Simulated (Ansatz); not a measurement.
A structure relaxed at PBE0-D4/def2-TZVP, charge 0, multiplicity 1:

```xyz
13

C     1.404    0.435    0.458
N     0.134    0.019   -0.095
C     0.255   -0.555   -1.417
Hf   -1.601    0.141    0.910
F    -3.006    0.274   -0.380
F    -1.470    1.626    2.107
F    -1.832   -1.465    1.929
H     1.275    0.878    1.450
H     1.886    1.190   -0.177
H     2.096   -0.412    0.557
H     0.693    0.163   -2.123
H     0.891   -1.450   -1.410
H    -0.724   -0.844   -1.811
```

Task: Give its formula and SMILES.

Result: C2H6F3HfN, `C[N](C)[Hf]([F])([F])[F]`.

Task: Point group (tolerance 0.08 Å, 0.16 Å for H)?

Result: Cs.

Task: Summarise the bond lengths by kind.

Result: 2 × C–N 1.446 Å; 6 × C–H 1.094 to 1.098 Å; 1 × Hf–N 2.009 Å; 3 × F–Hf 1.912 to 1.916 Å.

Results of the Gaussian-basis code of Ansatz.
